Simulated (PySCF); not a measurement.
Assignment exercise: C₃H₁₀O₂Si₂

Mapped SMILES: `[O:1]=[C:2]([CH2:3][CH2:4][SiH3:5])[O:6][SiH3:7]`; H(Xn) means a hydrogen on atom n.

Method: coordinates at the GFN2-xTB level, NMR shieldings at PBE0/pcSseg-1/GIAO, in PySCF 2.14.0 with density-fitted response routines (no solvent, one computed conformer, fast rotation and ring inversion assumed for equivalent nuclei, non-relativistic).

References, each an isolated molecule treated in the same way: TMS for 13C and 1H.

Task: Assign these signals to the numbered atoms. 13C{1H} NMR (computed): δ 187.0 (C), 34.5 (CH2), 6.5 (CH2).

Result: 
| δ (ppm) | atoms | environment | reason |
| --- | --- | --- | --- |
| 187.0 | C2 | carbonyl carbon | – |
| 34.5 | C3 | sp3 CH2 α to a carbonyl | α to the electron-withdrawing carbonyl group |
| 6.5 | C4 | sp3 CH2 bonded to Si | an electropositive neighbour leaves it electron-rich and shielded |

Task: Assign these signals to the numbered atoms. 1H NMR (400 MHz, computed): δ 4.81 (s, 3H), 4.11 (t, 3H), 2.65 (t, 2H), 0.90 (m, 2H).

Result: 
| δ (ppm) | atoms | environment | reason |
| --- | --- | --- | --- |
| 4.81 | H(Si7) | hydrogen on a silicon bonded to O | – |
| 4.11 | H(Si5) | hydrogen on a silicon bonded to C | – |
| 2.65 | H(C3) | hydrogen on an sp3 CH2 α to a carbonyl | α to C=O |
| 0.90 | H(C4) | hydrogen on an sp3 CH2 bonded to Si | – |

Shifts are as computed. Against solution values, carbons near 30 ppm lie about +3 ppm off and those near 130 ppm about +5 ppm. Of 1211 compounds with measured shifts, 218 miss one by over three times the rms of a fit or turn the order of signals round; such compounds aren't used in these exercises. Multiplicities follow the n + 1 count of equivalent neighbours, as no J values were calculated; m marks all less simple cases, F and P coupling included.
